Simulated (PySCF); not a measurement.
H$_{3}$Cl$_{3}$OSiTi, charge -1, quartet, at a GFN2-xTB geometry of the parent state (such geometries of metal compounds can be far from the true shape) (the multiplicity is a formal guess) (in this run its highest filled SCF level lies above zero, so its values depend strongly on the basis, on diffuse functions most of all); B3LYP/STO-3G run with PySCF.

Input for PySCF:
```python
from pyscf import gto, scf, dft

mol = gto.Mole()
mol.atom = '''
    Ti   -0.110697    0.321793    0.061285
    Cl   -0.704785    2.384990    0.561271
    Cl    0.454712   -0.478826    2.045161
    Cl   -1.993504   -0.510313   -0.755867
    O     1.176906   -0.211248   -1.064783
    Si    1.794324   -1.634896   -1.405891
    H     2.928792   -1.925222   -0.502336
    H     2.298550   -1.564404   -2.794222
    H     0.813010   -2.740766   -1.310583
'''
mol.basis = 'sto-3g'
mol.charge = -1
mol.spin = 3
mol.verbose = 4
mol.build()

mf = dft.UKS(mol)
mf.xc = 'b3lyp'
mf.kernel()
```

Output, abridged:

```
PySCF version 2.14.0

[INPUT] verbose = 4
[INPUT] num. atoms = 9
[INPUT] num. electrons = 99
[INPUT] charge = -1
[INPUT] spin (= nelec alpha-beta = 2S) = 3
[INPUT] symmetry False subgroup None
[INPUT] Mole.unit = angstrom
[INPUT] Symbol           X                Y                Z      unit          X                Y                Z       unit  Magmom
[...]
nuclear repulsion = 741.101308200757
number of shells = 34
number of NR pGTOs = 186
number of NR cGTOs = 62
basis = sto-3g
ecp = {}

******** <class 'pyscf.dft.uks.UKS'> ********
method = UKS
initial guess = minao
damping factor = 0
level_shift factor = 0
DIIS = <class 'pyscf.scf.diis.CDIIS'>
diis_start_cycle = 1
diis_space = 8
diis_damp = 0
SCF conv_tol = 1e-09
SCF conv_tol_grad = None
SCF max_cycles = 50
direct_scf = True
direct_scf_tol = 1e-13
number electrons alpha = 51  beta = 48
XC library pyscf.dft.libxc version 7.1.2
    S. Lehtola, C. Steigemann, M. J. T. Oliveira, and M. A. L. Marques,  SoftwareX 7, 1–5 (2018)
XC functionals = b3lyp
    P. J. Stephens, F. J. Devlin, C. F. Chabalowski, and M. J. Frisch,  J. Phys. Chem. 98, 11623 (1994)
radial grids:
    Treutler-Ahlrichs [JCP 102, 346 (1995); DOI:10.1063/1.469408] (M4) radial grids

becke partition: Becke, JCP 88, 2547 (1988); DOI:10.1063/1.454033
pruning grids: <function nwchem_prune>
grids dens level: 3
symmetrized grids: False
atomic radii adjust function: <function treutler_atomic_radii_adjust>
small_rho_cutoff = 0
Set gradient conv threshold to 3.16228e-05
tot grids = 140232
init E= -2567.20435039347

cycle= 1 E= -2567.93231047909  delta_E= -0.728  |g|= 0.531  |ddm|=    3

cycle= 2 E= -2565.36533999056  delta_E= 2.57  |g|= 1.92  |ddm|= 5.15

cycle= 3 E= -2567.90176208764  delta_E= -2.54  |g|= 0.427  |ddm|=  3.8

cycle= 4 E= -2568.15203604644  delta_E= -0.25  |g|= 0.58  |ddm|= 3.71

cycle= 5 E= -2568.3546961839  delta_E= -0.203  |g|= 0.195  |ddm|= 0.729

cycle= 6 E= -2568.33138944238  delta_E= 0.0233  |g|= 0.232  |ddm|= 1.39

cycle= 7 E= -2568.40156949265  delta_E= -0.0702  |g|= 0.0191  |ddm|= 0.914

cycle= 8 E= -2568.4021022405  delta_E= -0.000533  |g|= 0.0185  |ddm|= 0.149

cycle= 9 E= -2568.40235877696  delta_E= -0.000257  |g|= 0.0158  |ddm|= 0.0559

cycle= 10 E= -2568.40258503088  delta_E= -0.000226  |g|= 0.00879  |ddm|= 0.0432

cycle= 11 E= -2568.40266894219  delta_E= -8.39e-05  |g|= 0.00774  |ddm|= 0.0379

cycle= 12 E= -2568.40276161198  delta_E= -9.27e-05  |g|= 0.00257  |ddm|= 0.037

cycle= 13 E= -2568.40279431123  delta_E= -3.27e-05  |g|= 0.00139  |ddm|= 0.0317

cycle= 14 E= -2568.4028014716  delta_E= -7.16e-06  |g|= 0.00148  |ddm|= 0.00865

cycle= 15 E= -2568.402840731  delta_E= -3.93e-05  |g|= 0.0013  |ddm|= 0.0623

cycle= 16 E= -2568.40285683154  delta_E= -1.61e-05  |g|= 0.000529  |ddm|= 0.036

cycle= 17 E= -2568.40286477346  delta_E= -7.94e-06  |g|= 0.000588  |ddm|= 0.0287

cycle= 18 E= -2568.40286894902  delta_E= -4.18e-06  |g|= 0.000261  |ddm|= 0.0193

cycle= 19 E= -2568.40287116889  delta_E= -2.22e-06  |g|= 0.000231  |ddm|= 0.0164

cycle= 20 E= -2568.40287182677  delta_E= -6.58e-07  |g|= 0.000155  |ddm|= 0.00672

cycle= 21 E= -2568.40287254804  delta_E= -7.21e-07  |g|= 0.000218  |ddm|= 0.0162

cycle= 22 E= -2568.40287261717  delta_E= -6.91e-08  |g|= 0.000167  |ddm|= 0.00171

cycle= 23 E= -2568.40287264104  delta_E= -2.39e-08  |g|= 0.000165  |ddm|= 0.00162

cycle= 24 E= -2568.40287268169  delta_E= -4.06e-08  |g|= 4.95e-05  |ddm|= 0.00289

cycle= 25 E= -2568.40287268824  delta_E= -6.56e-09  |g|= 2.91e-05  |ddm|= 0.000706

cycle= 26 E= -2568.40287268955  delta_E= -1.31e-09  |g|= 2.24e-05  |ddm|= 0.000346

cycle= 27 E= -2568.40287269327  delta_E= -3.71e-09  |g|= 1.04e-05  |ddm|= 0.000524

cycle= 28 E= -2568.40287269476  delta_E= -1.49e-09  |g|= 1.03e-05  |ddm|= 0.000377

cycle= 29 E= -2568.40287269538  delta_E= -6.27e-10  |g|= 6.04e-06  |ddm|= 0.000335

Extra cycle  E= -2568.40287269494  delta_E= 4.46e-10  |g|= 2.65e-05  |ddm|= 9.6e-05
converged SCF energy = -2568.40287269494  <S^2> = 3.7530585  2S+1 = 4.0015289
```
